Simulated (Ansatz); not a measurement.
Geometry optimisation, UKS PBE0-D4/def2-SVP (Ansatz).

input.yaml

```yaml
crystal:
  periodic: [false, false, false]
  atoms:
    - { symbol: Al, position_ang: [0.1006, 0.1777, -0.9516] }
    - { symbol: F, position_ang: [-1.5727, -1.0766, -0.6716] }
    - { symbol: H, position_ang: [1.3919, -0.5652, -1.3586] }
    - { symbol: H, position_ang: [-0.3404, 1.3634, -1.8371] }
    - { symbol: H, position_ang: [-1.1029, -0.466, 0.2666] }
    - { symbol: As, position_ang: [-0.1577, 0.2728, 1.8393] }
    - { symbol: H, position_ang: [0.8605, 1.1657, 1.0853] }
    - { symbol: H, position_ang: [0.8206, -0.872, 1.6278] }
magnetization:
  spin_polarized: true
basis:
  gaussian: { orbitals: def2-SVP }
hamiltonian:
  xc: pbe0
  dispersion: d4
relax:
  f_tol: 0.15
  max_steps: 25
  restrain:
    - { distance: [0, 5], at: 2.4, k: 30.0 }
    - { distance: [4, 1], at: 0.88, k: 30.0 }
    - { distance: [0, 1], at: 3.08, k: 30.0 }
    - { distance: [4, 5], at: 2.8, k: 30.0 }
```

Command:

```bash
$ ansatz run input.yaml --threads 2 --pin off --max-ram 3072MiB --backend cpu --events-out ev --progress --plain --runs-dir out
```

Where does it end, and by what steps?

The forces met the threshold. The restraints hold the end off the free minimum. After 15 steps the energy has fallen by 0.436 eV (the restraints' own energy left out); H5 moved furthest, 1.15 Å. Parted: Al1–F2, Al1–H5. Joined: F2–H5.

```
step  energy less start (eV)  largest force component (eV/Å)  accepted
   0                  0.0000                           1.854       yes
   1                  0.3211                           1.954       yes
   2                  0.3645                           1.951       yes
   3                  0.4808                           2.306       yes
   4                  0.1128                           1.934       yes
   5                 -0.1283                           1.111       yes
   6                 -0.2327                           1.181       yes
   7                 -0.3171                           0.448       yes
   8                 -0.3649                           0.663       yes
   9                 -0.3875                           0.787       yes
  10                 -0.3811                           0.800        no
  11                 -0.4159                           0.789       yes
  12                 -0.4297                           0.875       yes
  13                 -0.4286                           0.984        no
  14                 -0.4382                           0.446       yes
  15                 -0.4362                           0.948       yes
```

```xyz
8
Properties=species:S:1:pos:R:3
Al 0.585 0.310 -0.964
F -2.082 -1.190 -0.703
H 1.381 -0.860 -1.688
H 0.056 1.590 -1.742
H -2.092 -1.057 0.200
As 0.130 0.150 1.396
H 0.573 1.563 1.734
H 1.449 -0.505 1.767
```

Whether the end is a true minimum wasn't checked by a vibrational analysis.

Run time: 54 s on 2 threads of Arm Neoverse V1 (shared host), peak memory 0.26 GiB.
